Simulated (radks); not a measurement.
Numerical settings for the selenium ion Se+, [Ar] 3d10 4s2 4p3. Method: scalar-relativistic Kohn-Sham, BLYP, spin-unpolarised, spherical densities, finite nucleus; Fermi nuclear charge, rms radius 4.14 fm; computed with a radial shooting solver on a logarithmic mesh with Libxc functionals. The defaults (mesh step 0.008 in ln r, mesh end at 40 bohr or more with all orbitals vanishing there, Anderson mixing 0.5 over 9 steps, residual threshold near 1e-9 with the energy settled to 1e-9 hartree or 1e-11 of itself, here a cap of 79 iterations) give E = -2429.9788 hartree and 4p at -15.274 eV in 18 iterations. Run on one thread of a shared host, so times are rough (Arm Neoverse N1): 0.14 s of CPU time, 0.14 s wall, 18 iterations on 2259 mesh points. Changes against that run (0 stands for a change within the tolerance of the run):

setting                     iterations         converged  E (mhartree)  e(4p) (meV)  CPU (s)
mesh step in ln r 0.08               8                no      diverged            -     0.02
mesh step in ln r 0.03              14               yes     +0.000396            0     0.04
mesh step in ln r 0.005             23               yes             0            0     0.25
mesh end (bohr) 2                   16  level above zero     +7.52e+03    +6.15e+04      0.1
mesh end (bohr) 5                   16               yes         +28.1         +773     0.12
residual threshold 0.01             10               yes       -0.0002      -0.0199      0.1
residual threshold 1e-05            13               yes             0      +0.0247     0.11
mixing 0.01                         41               yes             0            0     0.28
linear mixing, mixing 0.05          79                no        +0.532          -84     0.52
linear mixing, mixing 0.5           46                no      diverged            -     0.24
mixing history 20                   24               yes             0            0     0.17
iteration cap 8                      8                no     -0.000548       -0.833     0.07

Settled on a wrong energy, with an occupied level pushed above zero by the early mesh end: mesh end (bohr) 2 (+7.52 hartree). Apart from these: settings that end as converged yet miss the energy by more than 1 mhartree: mesh end (bohr) 5 (+0.0281 hartree). A mesh that ends early acts as a hard wall.
